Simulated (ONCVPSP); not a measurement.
## Xe (Z = 54): one change to an ONCV potential, before and after

```
Element                 : xenon
Generator               : ONCVPSP 4.0.1
Type                    : optimised norm-conserving Vanderbilt (ONCV)
Functional              : PBEsol
Relativity              : scalar-relativistic
Frozen core             : [Kr]
Valence charge          : 18
Reference configuration : 4d10 5s2 5p6
Partial waves           : 5s: rc 1.75 bohr, ncon 4, nbas 8, qcut 3.9 1/bohr, 2 projectors, debl 3.7 Ha; 5p: rc 2.10 bohr, ncon 4, nbas 8, qcut 4.1 1/bohr, 2 projectors, debl 2.9 Ha; 4d: rc 0.90 bohr, ncon 5, nbas 9, qcut 12 1/bohr, 1 projector
Local potential         : polynomial inside 0.80 bohr (lpopt 5, dvloc0 0 Ha)
Core correction         : none
```

Change: all radii scaled by about 1.18 (s 2.06, p 2.48, d 1.06 bohr); local potential polynomial inside 0.94 bohr (lpopt 5, dvloc0 0 Ha).

Cutoffs: the cutoffs (Ha) at which the residual kinetic energy of the hardest occupied pseudo-wave falls to 1 and 0.1 mHa per electron; they do not see the model core or the augmentation charge, which bear on the density cutoff. Errors are all-electron minus pseudo energies relative to the spin-unpolarised reference configuration.

**Question.** How do hardness, ghosts and transferability respond?

**Answer.** The potential gets neither clearly harder nor softer (62 Ha and 74 Ha → 59 Ha and 68 Ha); both files keep a bound ghost (p, s); of the 4 tests that both files solve, the error grows in 4 and shrinks in 0 by more than 15 % and 0.3 meV (median size 7.7 → 16.3 meV). More of the atom is replaced by a form fitted at one configuration, so other configurations suffer.

| quantity | base | changed |
| --- | --- | --- |
| cutoff, loose | 62 Ha | 59 Ha |
| cutoff, tight | 74 Ha | 68 Ha |
| loose cutoff by channel | s 17 Ha, p 8.1 Ha, d 62 Ha | s 8.6 Ha, p 5.8 Ha, d 59 Ha |
| bound ghosts | s, p | s, p |
| GHOST(+) flags under 300 eV | s at 152.0 eV | s at 175.6 eV |
| error for 4d10 5s2 5p5, meV [ΔE 12.55 eV] | -4.0 | -6.5 |
| error for 4d10 5s2 5p4, meV [ΔE 34.33 eV] | -11 | -26 |
| error for 4d10 5s2 5p3, meV [ΔE 66.10 eV] | -22 | -68 |
| error for 4d10 5s2 5p5.5, meV [ΔE 5.18 eV] | -1.6 | -2.1 |

 A true bound ghost makes a file unfit for plane-wave use even where its test errors are small: the radial tests pick states by their node count and pass the ghost by.
